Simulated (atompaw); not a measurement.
## Building the PAW (atompaw) potential for Zr (Z = 40) (PBE, scalar-relativistic).

atompaw 4.2.0.5 input, output lines left out:

```
Zr 40
GGA-PBE scalarrelativistic loggrid 1500 logderivrange -2 5 176
5 5 4 0 0 0
5 1 0
4 2 2
0 0 0
c
c
c
c
v
c
c
c
v
c
v
2
3.00 2.50 2.45 2.05
y
2.55
n
y
1.7
n
y
0.15
n
custom rrkj gramschmidtortho besselshape
bessel
3.00
3.00
3.00
3.00
3.00
3.00
```

All-electron outer shells of the reference configuration (PBE, scalar-relativistic, ld1.x):

| shell | level (eV) | outermost node (bohr) | outermost maximum (bohr) |
| --- | --- | --- | --- |
| 4s | -54.50 | 0.55 | 1.08 |
| 4p | -32.46 | 0.56 | 1.17 |
| 5s | -4.44 | 1.47 | 3.15 |
| 4d | -3.60 | 0.58 | 1.59 |
| 5p | -1.47 | 1.70 | 4.15 |

Q: Does the generator finish with these settings?

A: Yes, a potential is produced.

Q: Estimate the cutoffs (Ry, on a coarse ladder) from which the occupation-weighted sum of valence levels, in a spherical-Bessel basis at the reference potential, stays within 10 and 1 mRy of its value at 400 Ry.

A: 10 Ry and 12 Ry.

Q: Does the potential have ghost states?

A: No extra level below or beside the all-electron valence levels (s, p, d, f tested). The logarithmic derivative shows an extra or strongly shifted pseudo pole above the reference energy (p near 1.58 Ry).

Q: Is the overlap operator S = 1 + Σ q|β⟩⟨β| positive definite (Bessel basis up to 400 Ry)?

A: Yes: its lowest eigenvalue is 0.63 (p channel).

Q: Which valence shell sets the plane-wave cutoff?

A: 4d: its level needs 10 Ry to come within 1 mRy, against 6 Ry for 5s.
